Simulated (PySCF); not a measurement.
**From a computed spectrum to the compound**

A species of 5 atoms with charge 1 has these harmonic modes (BP86, small Gaussian bases with core potentials, PySCF 2.14.0):

| cm⁻¹ | km/mol | symmetry |
| --- | --- | --- |
| 90 | 5.5 | a1 |
| 134 | 0.0 | a2 |
| 160 | 47.5 | b1 |
| 265 | 5.2 | b2 |
| 340 | 16.0 | a1 |
| 355 | 57.6 | b2 |
| 393 | 52.3 | a1 |
| 2576 | 3.3 | b2 |
| 2584 | 24.1 | a1 |

**Question.** Which species is it, and in which structure?

**Answer.** [Gd(SH)2]+ (singlet in the valence; each metal's 4f electrons, 7 of them, lie in its core potential, out of spins and levels):
```xyz
5

Gd   -0.0015   -0.4200    0.1182
S     0.0034    1.5284    1.7135
H     0.0075    2.5383    0.7900
S     0.0034    0.4108   -2.2591
H     0.0075    1.7541   -1.9976
```
Ideal gas at 298.15 K and 1 bar: S = 362.7 J/(mol K), Cp = 84.1 J/(mol K), H − H(0 K) = 19.3 kJ/mol (rigid rotor, harmonic modes, spin degeneracy alone, that of the 4f electrons in the core included). An lcecp potential fixes the number of 4f electrons, so in runs with it no electron can move into or out of that shell.
 This is one of several that fit.
